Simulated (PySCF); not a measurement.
Cd: excitation energy

Cd [Kr] 4d10 5s2 (1S) → Cd [Kr] 4d9 5s2 5p1 (high-spin determinant), as a difference of total energies. Computed with PySCF 2.14 in aug-cc-pwCVDZ-PP with ECP28MDF (6s6p5d3f, 70 functions), with scalar relativity through the core potential. Correlated levels: valence and next inner shell: nothing frozen outside the core potential. The calculations carry no spin-orbit coupling.

| method | excitation energy (cm⁻¹) |
| --- | --- |
| UHF | 87251 |
| MP2 (valence and next inner shell) | 97829 |
| SCS-MP2 (valence and next inner shell) | 96554 |
| CCSD (valence and next inner shell) | 94401 |
| CCSD(T) (valence and next inner shell) | 94509 |

The upper state lies above the first ionisation limit, where it may autoionise and the basis confines it.

The determinant of the upper state mixes LS terms, which raises its energy above the lowest term, most at the Hartree-Fock and MP2 levels.
